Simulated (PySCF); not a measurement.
## Sn (tin, neutral): PBE0 calculation

Configuration: [Kr] 4d10 5s2 5p2, high-spin 3P determinant. Calculation: PySCF 2.14, in def2-TZVP with the def2 core potential (28 electrons) (6s5p3d2f, 50 functions); a scalar-relativistic core potential.

| Quantity | Value |
| --- | --- |
| Total energy | -214.2587 hartree |
| One-electron energy | -376.1908 hartree |
| Hartree (Coulomb) energy | 179.9548 hartree |
| Exchange-correlation energy | -18.0227 hartree |
| ⟨S²⟩ | 2.0032 |
| ⟨L²⟩ | 2.009 |
| Sum of ⟨r⟩ | 29.28 bohr |
| Sum of ⟨r²⟩ | 57.91 bohr² |
| Traceless quadrupole moment −½Σ⟨3z² − r²⟩ along its main axis | 4.61 e·bohr² |
| Time after the integrals | 0.32 s of wall time on 1 thread of Intel(R) Xeon(R) Platinum 8375C CPU @ 2.90GHz (shared host) |

| shell | electrons | mean orbital energy (eV) | spread (eV) | rms radius, mean of both spins (bohr) |
| --- | --- | --- | --- | --- |
| 4s α | 1 | -140.05 | 0 | 0.876 |
| 4s β | 1 | -139.96 | 0 | 0.876 |
| 4p α | 3 | -94.638 | 0.272 | 0.953 |
| 4p β | 3 | -94.544 | 0.406 | 0.953 |
| 4d α | 5 | -28.310 | 0.332 | 1.19 |
| 4d β | 5 | -28.143 | 0.487 | 1.19 |
| 5s α | 1 | -12.318 | 0 | 2.57 |
| 5s β | 1 | -10.645 | 0 | 2.57 |
| 5p α | 2 | -5.020 | 0 | 3.43 |

Energies and moments cover only the electrons outside the core potential.
